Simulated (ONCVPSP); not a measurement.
## Ranking ONCV potentials for helium (He)

All share these settings but for the change named:

ONCVPSP 4.0.1 input, shortened (lines: element, Z, core and valence counts, functional; n l f; lmax; l rc ep ncon nbas qcut; lloc lpopt rc5 dvloc0; l nproj debl; icmod fcfact rcfact), PBEsol, non-relativistic:

```
  He 2.00    0    1  -116133      upf
    1    0    2.00
    1
    0    0.70    0.00    4    8    8.90
    1    0.70    0.05    4    8   11.40
    4    3    0.45    2.00
    0    2    1.90
    1    2    3.10
    0    0.00    0.00
```

Cutoff: the first of the cutoffs (Ha) at which the residual kinetic energy of the hardest occupied pseudo-wave falls to 1 and 0.1 mHa per electron; the density cutoff is not measured.

The base gives 87 Ha.

Of 6 variants that were run, those that failed, showed a ghost or another fault, or gave nearly equal values are left out.

Rank these variants from softest to hardest (loose cutoff).
A. all radii scaled by about 1.06 (s 0.74, p 0.74 bohr); local potential polynomial inside 0.48 bohr (lpopt 3, dvloc0 2 Ha)
B. all radii scaled by about 0.80 (s 0.56, p 0.56 bohr); local potential polynomial inside 0.36 bohr (lpopt 3, dvloc0 2 Ha)
C. all radii scaled by about 0.89 (s 0.62, p 0.62 bohr); local potential polynomial inside 0.40 bohr (lpopt 3, dvloc0 2 Ha)
D. all radii scaled by about 1.31 (s 0.92, p 0.92 bohr); local potential polynomial inside 0.60 bohr (lpopt 3, dvloc0 2 Ha)

D (34 Ha), A (61 Ha), C (186 Ha), B (260 Ha).
